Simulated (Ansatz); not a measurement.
Molecular dynamics of CCl₂Si

input.yaml

```yaml
crystal:
  periodic: [false, false, false]
  atoms:
    - { symbol: Cl, position_ang: [1.534139, -0.69511, 1.707454] }
    - { symbol: C, position_ang: [0.461703, -0.326306, 0.531732] }
    - { symbol: Si, position_ang: [-0.294869, 0.8471, -0.443692] }
    - { symbol: Cl, position_ang: [-1.700983, 0.174316, -1.795493] }
basis:
  gaussian: { orbitals: def2-SVP }
hamiltonian:
  xc: lda
md:
  timestep: 2.0
  n_steps: 166
  ensemble: nvt_langevin
  temperature: 700.0
  initial_velocities: maxwell_boltzmann
  seed: 283174
  friction: 0.02
scf:
  lower_state_search: "off"
```

Run as:

```bash
$ ansatz run input.yaml --threads 1 --pin off --max-ram 2048MiB --backend cpu --events-out ev --progress --plain --runs-dir out
```

It starts from a relaxed structure.

Output, in part (one step line in 2, the closing report, with atoms numbered from 0):

```
md step     0: t =     0.00 fs  T =   525.0 K  F+E_penalty+E_count = -33824.25808161 eV  E_kin = 0.271446 eV  (19 SCF iters)
md step     2: t =     4.00 fs  T =   536.9 K  F+E_penalty+E_count = -33824.22683116 eV  E_kin = 0.277585 eV  (22 SCF iters)
md step     4: t =     8.00 fs  T =   641.5 K  F+E_penalty+E_count = -33824.20654405 eV  E_kin = 0.331674 eV  (22 SCF iters)
md step     6: t =    12.00 fs  T =   457.6 K  F+E_penalty+E_count = -33824.17951692 eV  E_kin = 0.236583 eV  (22 SCF iters)
md step     8: t =    16.00 fs  T =   310.9 K  F+E_penalty+E_count = -33824.15461932 eV  E_kin = 0.160761 eV  (22 SCF iters)
md step    10: t =    20.00 fs  T =   448.9 K  F+E_penalty+E_count = -33824.14998904 eV  E_kin = 0.232090 eV  (22 SCF iters)
md step    12: t =    24.00 fs  T =   446.0 K  F+E_penalty+E_count = -33824.14756361 eV  E_kin = 0.230585 eV  (22 SCF iters)
md step    14: t =    28.00 fs  T =   617.1 K  F+E_penalty+E_count = -33824.13690688 eV  E_kin = 0.319078 eV  (22 SCF iters)
md step    16: t =    32.00 fs  T =   710.8 K  F+E_penalty+E_count = -33824.15280258 eV  E_kin = 0.367525 eV  (21 SCF iters)
md step    18: t =    36.00 fs  T =   780.4 K  F+E_penalty+E_count = -33824.17272562 eV  E_kin = 0.403492 eV  (22 SCF iters)
md step    20: t =    40.00 fs  T =   627.3 K  F+E_penalty+E_count = -33824.13436320 eV  E_kin = 0.324332 eV  (22 SCF iters)
md step    22: t =    44.00 fs  T =   838.5 K  F+E_penalty+E_count = -33824.13792590 eV  E_kin = 0.433520 eV  (22 SCF iters)
md step    24: t =    48.00 fs  T =   953.9 K  F+E_penalty+E_count = -33824.19016233 eV  E_kin = 0.493188 eV  (23 SCF iters)
md step    26: t =    52.00 fs  T =   833.9 K  F+E_penalty+E_count = -33824.20046071 eV  E_kin = 0.431151 eV  (23 SCF iters)
md step    28: t =    56.00 fs  T =   467.5 K  F+E_penalty+E_count = -33824.19151272 eV  E_kin = 0.241732 eV  (22 SCF iters)
md step    30: t =    60.00 fs  T =   450.3 K  F+E_penalty+E_count = -33824.19199902 eV  E_kin = 0.232823 eV  (22 SCF iters)
md step    32: t =    64.00 fs  T =   689.8 K  F+E_penalty+E_count = -33824.19354876 eV  E_kin = 0.356657 eV  (22 SCF iters)
md step    34: t =    68.00 fs  T =   845.8 K  F+E_penalty+E_count = -33824.17421406 eV  E_kin = 0.437338 eV  (22 SCF iters)
md step    36: t =    72.00 fs  T =   582.0 K  F+E_penalty+E_count = -33824.15351408 eV  E_kin = 0.300908 eV  (22 SCF iters)
md step    38: t =    76.00 fs  T =   549.9 K  F+E_penalty+E_count = -33824.13536779 eV  E_kin = 0.284310 eV  (22 SCF iters)
md step    40: t =    80.00 fs  T =   630.2 K  F+E_penalty+E_count = -33824.13566169 eV  E_kin = 0.325813 eV  (23 SCF iters)
md step    42: t =    84.00 fs  T =   651.7 K  F+E_penalty+E_count = -33824.14890715 eV  E_kin = 0.336949 eV  (22 SCF iters)
md step    44: t =    88.00 fs  T =  1223.9 K  F+E_penalty+E_count = -33824.17402102 eV  E_kin = 0.632784 eV  (22 SCF iters)
md step    46: t =    92.00 fs  T =  1189.5 K  F+E_penalty+E_count = -33824.14146698 eV  E_kin = 0.615015 eV  (22 SCF iters)
md step    48: t =    96.00 fs  T =  1181.5 K  F+E_penalty+E_count = -33824.14194790 eV  E_kin = 0.610876 eV  (22 SCF iters)
md step    50: t =   100.00 fs  T =   889.0 K  F+E_penalty+E_count = -33824.15489217 eV  E_kin = 0.459639 eV  (21 SCF iters)
md step    52: t =   104.00 fs  T =   868.7 K  F+E_penalty+E_count = -33824.08984669 eV  E_kin = 0.449148 eV  (22 SCF iters)
md step    54: t =   108.00 fs  T =   675.3 K  F+E_penalty+E_count = -33824.07052909 eV  E_kin = 0.349146 eV  (22 SCF iters)
md step    56: t =   112.00 fs  T =   661.0 K  F+E_penalty+E_count = -33824.02372357 eV  E_kin = 0.341779 eV  (22 SCF iters)
md step    58: t =   116.00 fs  T =   578.9 K  F+E_penalty+E_count = -33824.02702109 eV  E_kin = 0.299340 eV  (22 SCF iters)
md step    60: t =   120.00 fs  T =   550.0 K  F+E_penalty+E_count = -33824.08448893 eV  E_kin = 0.284352 eV  (22 SCF iters)
md step    62: t =   124.00 fs  T =   765.7 K  F+E_penalty+E_count = -33824.11362499 eV  E_kin = 0.395908 eV  (22 SCF iters)
md step    64: t =   128.00 fs  T =   613.8 K  F+E_penalty+E_count = -33824.07467533 eV  E_kin = 0.317362 eV  (22 SCF iters)
md step    66: t =   132.00 fs  T =   611.0 K  F+E_penalty+E_count = -33824.05862557 eV  E_kin = 0.315889 eV  (22 SCF iters)
md step    68: t =   136.00 fs  T =   467.5 K  F+E_penalty+E_count = -33824.05710870 eV  E_kin = 0.241724 eV  (22 SCF iters)
md step    70: t =   140.00 fs  T =   472.4 K  F+E_penalty+E_count = -33824.04310859 eV  E_kin = 0.244235 eV  (22 SCF iters)
md step    72: t =   144.00 fs  T =   622.1 K  F+E_penalty+E_count = -33824.03138979 eV  E_kin = 0.321654 eV  (22 SCF iters)
md step    74: t =   148.00 fs  T =   630.8 K  F+E_penalty+E_count = -33824.03520435 eV  E_kin = 0.326174 eV  (22 SCF iters)
md step    76: t =   152.00 fs  T =   797.4 K  F+E_penalty+E_count = -33823.99432733 eV  E_kin = 0.412286 eV  (22 SCF iters)
md step    78: t =   156.00 fs  T =   893.7 K  F+E_penalty+E_count = -33823.98688634 eV  E_kin = 0.462067 eV  (22 SCF iters)
md step    80: t =   160.00 fs  T =   980.1 K  F+E_penalty+E_count = -33824.07583713 eV  E_kin = 0.506775 eV  (22 SCF iters)
md step    82: t =   164.00 fs  T =  1140.7 K  F+E_penalty+E_count = -33824.06524216 eV  E_kin = 0.589796 eV  (22 SCF iters)
md step    84: t =   168.00 fs  T =  1010.3 K  F+E_penalty+E_count = -33824.05618574 eV  E_kin = 0.522382 eV  (22 SCF iters)
md step    86: t =   172.00 fs  T =   952.6 K  F+E_penalty+E_count = -33824.12124314 eV  E_kin = 0.492544 eV  (22 SCF iters)
md step    88: t =   176.00 fs  T =   893.8 K  F+E_penalty+E_count = -33824.09062294 eV  E_kin = 0.462138 eV  (21 SCF iters)
md step    90: t =   180.00 fs  T =   797.5 K  F+E_penalty+E_count = -33824.04776821 eV  E_kin = 0.412340 eV  (22 SCF iters)
md step    92: t =   184.00 fs  T =   998.7 K  F+E_penalty+E_count = -33824.11867772 eV  E_kin = 0.516384 eV  (22 SCF iters)
md step    94: t =   188.00 fs  T =  1112.6 K  F+E_penalty+E_count = -33824.18212909 eV  E_kin = 0.575246 eV  (22 SCF iters)
md step    96: t =   192.00 fs  T =  1232.9 K  F+E_penalty+E_count = -33824.19126293 eV  E_kin = 0.637469 eV  (22 SCF iters)
md step    98: t =   196.00 fs  T =  1097.1 K  F+E_penalty+E_count = -33824.19065883 eV  E_kin = 0.567248 eV  (22 SCF iters)
md step   100: t =   200.00 fs  T =   962.7 K  F+E_penalty+E_count = -33824.20727406 eV  E_kin = 0.497771 eV  (23 SCF iters)
md step   102: t =   204.00 fs  T =  1338.9 K  F+E_penalty+E_count = -33824.19659624 eV  E_kin = 0.692265 eV  (20 SCF iters)
md step   104: t =   208.00 fs  T =  1298.8 K  F+E_penalty+E_count = -33824.17629540 eV  E_kin = 0.671523 eV  (21 SCF iters)
md step   106: t =   212.00 fs  T =  1218.9 K  F+E_penalty+E_count = -33824.14063041 eV  E_kin = 0.630205 eV  (22 SCF iters)
md step   108: t =   216.00 fs  T =  1305.4 K  F+E_penalty+E_count = -33824.09818745 eV  E_kin = 0.674960 eV  (22 SCF iters)
md step   110: t =   220.00 fs  T =   917.8 K  F+E_penalty+E_count = -33824.06417319 eV  E_kin = 0.474531 eV  (23 SCF iters)
md step   112: t =   224.00 fs  T =   851.7 K  F+E_penalty+E_count = -33824.04788385 eV  E_kin = 0.440368 eV  (23 SCF iters)
md step   114: t =   228.00 fs  T =   638.6 K  F+E_penalty+E_count = -33824.05086045 eV  E_kin = 0.330157 eV  (22 SCF iters)
md step   116: t =   232.00 fs  T =   753.1 K  F+E_penalty+E_count = -33824.08663096 eV  E_kin = 0.389372 eV  (22 SCF iters)
md step   118: t =   236.00 fs  T =   651.3 K  F+E_penalty+E_count = -33824.13448805 eV  E_kin = 0.336744 eV  (22 SCF iters)
md step   120: t =   240.00 fs  T =   633.5 K  F+E_penalty+E_count = -33824.16899575 eV  E_kin = 0.327531 eV  (21 SCF iters)
md step   122: t =   244.00 fs  T =   600.4 K  F+E_penalty+E_count = -33824.16902981 eV  E_kin = 0.310442 eV  (22 SCF iters)
md step   124: t =   248.00 fs  T =   496.2 K  F+E_penalty+E_count = -33824.13580495 eV  E_kin = 0.256575 eV  (22 SCF iters)
md step   126: t =   252.00 fs  T =   585.7 K  F+E_penalty+E_count = -33824.10484315 eV  E_kin = 0.302831 eV  (22 SCF iters)
md step   128: t =   256.00 fs  T =   365.8 K  F+E_penalty+E_count = -33824.10970607 eV  E_kin = 0.189153 eV  (21 SCF iters)
md step   130: t =   260.00 fs  T =   423.7 K  F+E_penalty+E_count = -33824.17244052 eV  E_kin = 0.219081 eV  (22 SCF iters)
md step   132: t =   264.00 fs  T =   587.0 K  F+E_penalty+E_count = -33824.23561908 eV  E_kin = 0.303489 eV  (21 SCF iters)
md step   134: t =   268.00 fs  T =   563.0 K  F+E_penalty+E_count = -33824.23814836 eV  E_kin = 0.291113 eV  (21 SCF iters)
md step   136: t =   272.00 fs  T =   526.2 K  F+E_penalty+E_count = -33824.16933821 eV  E_kin = 0.272054 eV  (21 SCF iters)
md step   138: t =   276.00 fs  T =   428.0 K  F+E_penalty+E_count = -33824.06623615 eV  E_kin = 0.221278 eV  (21 SCF iters)
md step   140: t =   280.00 fs  T =   348.8 K  F+E_penalty+E_count = -33824.01114582 eV  E_kin = 0.180350 eV  (22 SCF iters)
md step   142: t =   284.00 fs  T =   504.8 K  F+E_penalty+E_count = -33824.03387206 eV  E_kin = 0.261019 eV  (22 SCF iters)
md step   144: t =   288.00 fs  T =   634.1 K  F+E_penalty+E_count = -33824.11868840 eV  E_kin = 0.327847 eV  (22 SCF iters)
md step   146: t =   292.00 fs  T =   756.9 K  F+E_penalty+E_count = -33824.17939085 eV  E_kin = 0.391373 eV  (21 SCF iters)
md step   148: t =   296.00 fs  T =   868.3 K  F+E_penalty+E_count = -33824.18883426 eV  E_kin = 0.448961 eV  (21 SCF iters)
md step   150: t =   300.00 fs  T =  1001.2 K  F+E_penalty+E_count = -33824.10007379 eV  E_kin = 0.517679 eV  (20 SCF iters)
md step   152: t =   304.00 fs  T =   735.7 K  F+E_penalty+E_count = -33823.91061670 eV  E_kin = 0.380392 eV  (21 SCF iters)
md step   154: t =   308.00 fs  T =   436.2 K  F+E_penalty+E_count = -33823.86540465 eV  E_kin = 0.225528 eV  (22 SCF iters)
md step   156: t =   312.00 fs  T =   631.4 K  F+E_penalty+E_count = -33823.90082948 eV  E_kin = 0.326463 eV  (21 SCF iters)
md step   158: t =   316.00 fs  T =   796.3 K  F+E_penalty+E_count = -33823.94893800 eV  E_kin = 0.411701 eV  (22 SCF iters)
md step   160: t =   320.00 fs  T =   965.8 K  F+E_penalty+E_count = -33823.98587149 eV  E_kin = 0.499334 eV  (21 SCF iters)
md step   162: t =   324.00 fs  T =  1063.2 K  F+E_penalty+E_count = -33823.88101690 eV  E_kin = 0.549734 eV  (22 SCF iters)
md step   164: t =   328.00 fs  T =   763.8 K  F+E_penalty+E_count = -33823.76543812 eV  E_kin = 0.394907 eV  (22 SCF iters)
md step   166: t =   332.00 fs  T =   948.0 K  F+E_penalty+E_count = -33823.68320267 eV  E_kin = 0.490142 eV  (22 SCF iters)
Total energy: -33823.68322677 eV, -1242.9974320678 hartree
Atom 0 at     1.779098    -1.458410     1.952255 Å, force    -0.582664     0.692177    -2.863856 eV/Å
Atom 1 at     1.201023    -1.038024     0.325892 Å, force    -0.036370     0.018886     2.330766 eV/Å
Atom 2 at     0.685699     0.295808    -0.717566 Å, force     1.111990    -0.545226     0.793361 eV/Å
Atom 3 at    -1.319241     0.238158    -1.093160 Å, force    -0.492955    -0.165837    -0.260271 eV/Å
Dipole moment:     0.020177     0.105299     0.165086 e Å
```

All steps were run. The mean temperature of the second half is 15 % above the set value. A run of 0.33 ps of so small a system gives no equilibrium averages.

The same pairs are bonded in the first frame and the last. Pairs count as bonded within 1.25 times the sum of covalent radii (0.12 Å more for H–H).

Last frame:

```xyz
4
Properties=species:S:1:pos:R:3
Cl 1.779 -1.458 1.952
C 1.201 -1.038 0.326
Si 0.686 0.296 -0.718
Cl -1.319 0.238 -1.093
```

The run took 110 s on 1 thread of Arm Neoverse V1, on a shared host, peak memory 0.088 GiB.
